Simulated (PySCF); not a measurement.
**Exercise with solution: chemical shift, span and skew from a shielding tensor**

C2H9NSi, SMILES CC[SiH2]N. Atoms are numbered in the order given.

```xyz
13

Si     0.7072    -0.4203     0.4599
N      1.5093     0.7870    -0.5044
C     -1.0343    -0.6897    -0.1993
C     -1.8804     0.5868    -0.2427
H      1.5311    -1.6628     0.3459
H      0.5907    -0.0856     1.9250
H      1.1631     1.7426    -0.4780
H      2.5254     0.8015    -0.4978
H     -0.9520    -1.1274    -1.2104
H     -1.5251    -1.4554     0.4294
H     -1.9855     1.0411     0.7572
H     -2.8974     0.3947    -0.6220
H     -1.4276     1.3435    -0.9052
```
Charge 0, spin multiplicity 1.

Coordinates come from a r2SCAN-D4/def2-SVP optimisation. One conformer was computed; it need not be the lowest.

GIAO shieldings from KT2/pcSseg-1 run with PySCF, non-relativistic, no solvent. The symmetric part of the tensor of Si1 has the principal values 343.6, 386.7, 437.2 ppm. The same nucleus in TMS has σ = 361.9 ppm at this level (PySCF, at its B3LYP-D3(BJ)/def2-TZVP geometry).

Q: Work out the isotropic shielding, the ²⁹Si shift against TMS, the span and the skew.

A: 
σ(iso) = (σ11 + σ22 + σ33)/3 = 389.2 ppm. δ = σ(ref) − σ(iso) = 361.9 − (389.2) = -27.3 ppm.
Span Ω = σ33 − σ11 = 93.6 ppm. Skew κ = 3(σ(iso) − σ22)/Ω = 0.08. Tumbling in solution averages the tensor to δ; in a static solid the shielding alone would spread this spin-1/2 line over Ω.
